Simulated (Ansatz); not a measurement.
Input file for Ansatz (a program for electronic structure): U-B97M-V/def2-TZVPP on Zr, 2S+1 = 3, a spin state set in the input, which need not be the lowest. Elements past Kr take the def2 small-core potentials; no spin–orbit coupling.

Ansatz 0.2 input:
```yaml
crystal:
  periodic: [false, false, false]
  atoms:
    - {symbol: Zr, position_ang: [0.00000000, 0.00000000, 0.00000000]}
basis:
  gaussian:
    orbitals: def2-TZVPP
hamiltonian:
  xc: {name: B97M-V}
magnetization: {spin_polarized: true, initial_magnetization: 2}
scf: {lower_state_search: full}
```

Program output:

```
Functional definition: B97M-V
[...]
integrals: 0.03 GiB planned
312 factors; their error is unknown
mean field: 0.26 GiB planned
mean field evaluation 1: about -1275.3350 eV, gradient 7.5e0 eV
mean field evaluation 2: about -1275.0924 eV, gradient 1.1e1 eV
mean field evaluation 4: about -1276.3431 eV, gradient 2.0e0 eV
mean field evaluation 8: about -1276.4607 eV, gradient 9.0e-2 eV
mean field evaluation 16: about -1276.4559 eV, gradient 2.1e-3 eV
mean field evaluation 32: about -1275.5632 eV, gradient 5.7e0 eV
mean field evaluation 64: about -1276.4642 eV, gradient 2.5e-1 eV
mean field evaluation 96: about -1276.4686 eV, gradient 5.8e-2 eV
mean field evaluation 128: about -1276.4380 eV, gradient 1.1e0 eV
mean field evaluation 160: about -1276.3758 eV, gradient 1.2e0 eV
mean field evaluation 192: about -1276.4559 eV, gradient 1.7e-5 eV
mean field evaluation 224: about -1276.4559 eV, gradient 1.1e-4 eV
mean field evaluation 256: about -1276.4559 eV, gradient 1.3e-4 eV
mean field evaluation 288: about -1276.4559 eV, gradient 5.4e-5 eV
mean field evaluation 320: about -1276.4611 eV, gradient 1.8e-2 eV
mean field -1276.45594379 eV, -46.9088907214 hartree, gradient 6.2e-6 eV, S^2 2.006110; 15 other end points of the search recorded, 0 dependent functions left out
reference -1276.45598248 eV, -46.9088921431 hartree; 7, 5 occupied and 49, 51 virtual orbitals, 312 factors
Total energy: -1276.45598248 eV, -46.9088921431 hartree
```

Self-consistency was reached.

Cost: very roughly 50 core-seconds.
